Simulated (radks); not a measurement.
The carbon anion C4-, [Ne], held by a Watson sphere: a shell of charge +4 at radius R that stands for the Madelung well of a crystal (potential energy -4/R inside, -4/r outside, in hartree with lengths in bohr). All-electron calculation, scalar-relativistic Kohn-Sham, LB94 model potential, spin-polarised, spherical densities, finite nucleus; Fermi nuclear charge, rms radius of each element as measured or else 0.836 A^(1/3) + 0.57 fm. Program: a radial shooting solver on a logarithmic mesh with Libxc functionals. Response by self-consistent Sternheimer equations with the Hartree and adiabatic LDA kernel, the relativistic mass of each level held fixed and spin-orbit coupling left out. The sphere does not respond.

| R (bohr) | e(1s) (eV) | e(2s) (eV) | e(2p) (eV) | <r> 2p (bohr) | sum of <r^2> (bohr^2) | X-ray form factor at sin(theta)/lambda = 0.1 1/angstrom | alpha (bohr^3) |
|---|---|---|---|---|---|---|---|
| 2.43 | -286.38 | -17.493 | -10.128 | 2.215 | 45.27 | 7.379 | 40.19 |
| 2.54 | -286.46 | -16.979 | -9.739 | 2.275 | 47.61 | 7.282 | 45.33 |
| 3.04 | -286.56 | -15.053 | -8.210 | 2.546 | 58.88 | 6.867 | 76.85 |
| 3.18 | -286.53 | -14.621 | -7.846 | 2.622 | 62.25 | 6.759 | 88.61 |
| 3.22 | -286.52 | -14.505 | -7.746 | 2.644 | 63.23 | 6.729 | 92.25 |
| 3.51 | -286.41 | -13.754 | -7.082 | 2.803 | 70.61 | 6.522 | 122.7 |
| 3.59 | -286.37 | -13.573 | -6.915 | 2.847 | 72.74 | 6.468 | 132.5 |
